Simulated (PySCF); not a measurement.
Geometries of 3 isomers of C3H9NOSi, from PBE0-D3(BJ)/def2-SVP geometry optimisation, gas phase (PySCF). One conformer each, no zero-point energy, no frequencies.

**Question.** Which isomer lies lowest at this level?
A.
```xyz
15
angstrom
O      2.345   -1.193   -0.036
Si     0.907   -0.889    0.755
C      0.315    0.900    0.815
C     -0.713    0.957   -0.324
C     -1.474   -0.371   -0.354
N     -0.495   -1.416   -0.114
H      2.339   -0.990   -0.976
H      1.140   -1.528    2.079
H      1.111    1.653    0.716
H     -0.175    1.073    1.790
H     -0.186    1.081   -1.287
H     -1.408    1.806   -0.230
H     -1.979   -0.505   -1.327
H     -2.273   -0.358    0.417
H     -0.815   -2.370   -0.218
```
B.
```xyz
15
angstrom
C      3.248   -0.160   -0.414
N      2.166   -0.291    0.221
Si     0.660    0.547   -0.122
C     -0.612   -0.835   -0.451
O     -1.843   -0.411   -0.971
C     -2.658    0.233   -0.044
H      4.141   -0.749   -0.132
H      3.396    0.533   -1.272
H      0.332    1.358    1.088
H      0.751    1.459   -1.312
H     -0.157   -1.507   -1.198
H     -0.741   -1.442    0.470
H     -2.889   -0.414    0.826
H     -3.601    0.492   -0.547
H     -2.207    1.168    0.346
```
C.
```xyz
15
angstrom
C      2.861   -0.525    1.145
N      1.606   -0.413    1.194
Si     0.694    1.050    0.877
O     -0.407    0.736   -0.318
C     -1.400   -0.265   -0.243
C     -2.060   -0.416   -1.593
H      3.349   -1.499    1.345
H      3.561    0.306    0.906
H      0.019    1.410    2.159
H      1.542    2.171    0.373
H     -0.950   -1.224    0.076
H     -2.152    0.008    0.522
H     -2.506    0.537   -1.912
H     -1.321   -0.718   -2.351
H     -2.852   -1.178   -1.555
```

**Answer.** A. That is `C1CN[Si@@H](O)C1`, 40.9 kcal/mol below the next.

```json
{"SMILES": "O[Si@H]1CCCN1", "atoms numbered as above": "[OH:1][Si@H:2]1[CH2:3][CH2:4][CH2:5][NH:6]1", "E (Eh)": "-538.60623", "relative (kcal/mol)": "0.0", "relative (kJ/mol)": "0.0", "dipole (D)": "2.07"}
{"SMILES": "C=N[SiH2]OCC", "atoms numbered as above": "[CH2:1]=[N:2][SiH2:3][O:4][CH2:5][CH3:6]", "E (Eh)": "-538.54099", "relative (kcal/mol)": "40.9", "relative (kJ/mol)": "171.3", "dipole (D)": "0.92"}
{"SMILES": "C=N[SiH2]COC", "atoms numbered as above": "[CH2:1]=[N:2][SiH2:3][CH2:4][O:5][CH3:6]", "E (Eh)": "-538.48239", "relative (kcal/mol)": "77.7", "relative (kJ/mol)": "325.2", "dipole (D)": "0.74"}
```

As drawn, the lowest has an O–H bond, an N–H bond and an Si–O bond, which the highest lacks; the highest has a C=N bond, which the lowest lacks.
